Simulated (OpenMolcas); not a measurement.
**S2+: effect of the basis set**

* Program: OpenMolcas
* Method: SS-RASPT2, IPEA 0.25 Eh, imaginary shift 0.1 Eh (closed shells correlated: 2s 2p)
* Active space: 4 electrons in 9 orbitals (RAS2 3s 3p; RAS3 3d, at most 2 electrons)
* State averaging: 2S+1 = 3 even, 6 roots; 2S+1 = 1 even, 12 roots; 2S+1 = 5 odd, 1 root; 2S+1 = 3 odd, 8 roots; 2S+1 = 1 odd, 8 roots
* Spin-orbit coupling: RASSI with atomic mean-field integrals over the reference wave functions, term energies averaged over their components

A. ANO-RCC-VTZP [5s4p2d1f], DKH2, point nucleus; CASPT2 step about 21 core-seconds
B. ANO-R2 [5s4p3d1f], X2C, finite nucleus; CASPT2 step of the order of 17 core-seconds
C. ANO-RCC-VQZP [6s5p3d2f1g], DKH2, point nucleus; CASPT2 step about 30 core-seconds
D. ANO-RCC [8s7p5d4f2g], DKH2, point nucleus; CASPT2 step of the order of 40 core-seconds

Energies in cm-1 above 3s2 3p2 3P0, the measured ground level; measured values from NIST levels in Podobedova, Kelleher and Wiese, J. Phys. Chem. Ref. Data 38, 171 (2009).

```tsv
Level	A	B	C	D	Measured
3s2 3p2 3P0	0.0	0.0	0.0	0.0	0.0
3s2 3p2 3P1	263	261	259	263	299
3s2 3p2 3P2	744	738	731	742	833
3s2 3p2 1D2	11720	11740	11390	11280	11323
3s2 3p2 1S0	27930	28100	27390	27250	27161
3s 3p3 5S* 2	56650	56780	57170	58040	58672
3s 3p3 3D* 1	83590	83450	83590	83870	84019
3s 3p3 3D* 2	83610	83470	83610	83890	84047
3s 3p3 3D* 3	83640	83510	83640	83930	84099
3s 3p3 3P* 2	98800	98770	98520	98650	98745
3s 3p3 3P* 1	98830	98800	98550	98680	98766
3s 3p3 3P* 0	98830	98810	98560	98690	98772
```

Deviations, from unrounded energies. A percentage is the sum of absolute deviations over the sum of measured energies, with the sign that they share, or ± where signs differ.

```json
{"Against measurement": "mean absolute deviation (cm-1)", "Levels": "11", "A": "440", "B": "470", "C": "360", "D": "150"}
{"Against measurement": "fine structure of the ground term (%)", "Levels": "2", "A": "-11.0", "B": "-11.7", "C": "-12.6", "D": "-11.2"}
{"Against measurement": "other terms of the ground configuration (%)", "Levels": "2", "A": "+3.1", "B": "+3.5", "C": "+0.7", "D": "±0.3"}
{"Against measurement": "other configurations (%)", "Levels": "7", "A": "±0.6", "B": "±0.6", "C": "-0.6", "D": "-0.2"}
```

D lies closest to measurement on these levels and B furthest from it. The largest miss of D in the table is 3s 3p3 5S* 2, by -630 cm-1. The ranking rests on the paired levels alone, and a cruder setting can come out closer through cancelling errors.

Among A to D the level of the table that moves most is 3s 3p3 5S* 2, by 1400 cm-1 (lowest in A, highest in D). Moves below CASPT2's spread within the term are not significant.

Term energies are means over components that CASPT2 splits; among the terms shown or strongly mixed into the levels shown the widest spread is 16 cm-1 (3s2 3p2 1D, D). The run also gave levels led by 3s 3p2 3d, 3s2 3p 3d, which use shells meant for correlation; these and all levels above them are left out. Some terms mix strongly with configurations of 3d, whose occupation reaches 0.21 (3s 3p3 3D*, 3s 3p3 3P*) (figures for A; the like holds for B, C, D). Measured partners are found by configuration, term and J. A level has none where our copy of the source lacks it or the pairing is in doubt (some pairs that miss far off the trend of their configuration count as doubtful), and it then counts in no deviation. Levels of configurations outside the active space are missing. The table leaves out levels that lie high or whose names do not pair safely across all columns.

* marks odd parity.
